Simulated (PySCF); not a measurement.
Isomers of C7H13BO2, one conformer each; single-point electronic energies without zero-point terms and without any empirical dispersion term.

Level: PBE0/pcSseg-1 in PySCF, non-relativistic, each on one gas-phase PBE0-D3(BJ)/def2-SVP geometry that isn't relaxed in the solvent. The solvent is an IEF-PCM continuum (Bondi radii, 1.10 Å for H, scaled by 1.2). Only the electrostatic response of the medium enters.

| isomer | relative energy, gas (kJ/mol) | dipole (D) |
| --- | --- | --- |
| `OB(O)[C@H]1[C@@H]2CCCC[C@@H]21` | 0.0 | 1.29 |
| `B(O)([C@H]1C2(CC2)C[C@H]1C)O` | 108.2 | 1.59 |
| `C=C(C)CB(O)OC1CC1` | 138.3 | 1.17 |

Question: How do the relative energies look in tetrahydrofuran (ε = 7.426)?

Answer: 
```csv
isomer,"relative energy, solvent (kJ/mol)",E(solvent) − E(gas) (kJ/mol),dipole in solvent (D)
`OB(O)[C@H]1[C@@H]2CCCC[C@@H]21`,0.0,-22.3,1.72
`B(O)([C@H]1C2(CC2)C[C@H]1C)O`,108.6,-21.9,2.12
`C=C(C)CB(O)OC1CC1`,141.5,-19.1,1.36
```

The order is unchanged. Conformers: `[OH:1][B:2]([OH:3])[C@H:4]1[C@@H:5]2[CH2:6][CH2:7][CH2:8][CH2:9][C@H:10]12` with H–O1–B2–O3 0°, O1–B2–O3–H 180°, O1–B2–C4–C5 -35°, B2–C4–C5–C6 -142°, C4–C5–C6–C7 -85°, C5–C6–C7–C8 45°, C6–C7–C8–C9 -64°; `[CH3:1][C@@H:2]1[CH2:3][C:4]2([CH2:5][CH2:6]2)[C@@H:7]1[B:8]([OH:9])[OH:10]` with C4–C7–B8–O9 15°, C7–B8–O9–H 179°, C7–B8–O10–H 1°; `[CH2:1]=[C:2]([CH3:3])[CH2:4][B:5]([OH:6])[O:7][CH:8]1[CH2:9][CH2:10]1` with C1–C2–C4–B5 -111°, C2–C4–B5–O6 -97°, C4–B5–O6–H 177°, C4–B5–O7–C8 -1°, B5–O7–C8–C9 85°. `OB(O)[C@H]1[C@@H]2CCCC[C@@H]21` gains most from the continuum, while `B(O)([C@H]1C2(CC2)C[C@H]1C)O` has the largest gas-phase dipole. The gains span 3.2 kJ/mol, the gas-phase energies 138.3 kJ/mol.
